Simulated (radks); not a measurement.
Charge is removed step by step from the 1s down level of the beryllium ion Be+, starting from 1s(up 1, down 1) 2s1. Calculated with a radial shooting solver on a logarithmic mesh with Libxc functionals: scalar-relativistic Kohn-Sham, BLYP, spin-polarised, spherical densities, point nucleus; open shells are filled with parallel spins first.

removed (e),E - E(0) (eV),eigenvalue (eV)
0,0.000,-117.71
0.1,11.976,-121.81
0.2,24.361,-125.89
0.3,37.153,-129.93
0.4,50.345,-133.91
0.5,63.933,-137.83
0.6,77.907,-141.64
0.7,92.256,-145.32
0.8,106.96,-148.78
0.9,122.00,-151.70

The mean slope of the eigenvalue, de/dn, is 37.8 eV per electron.
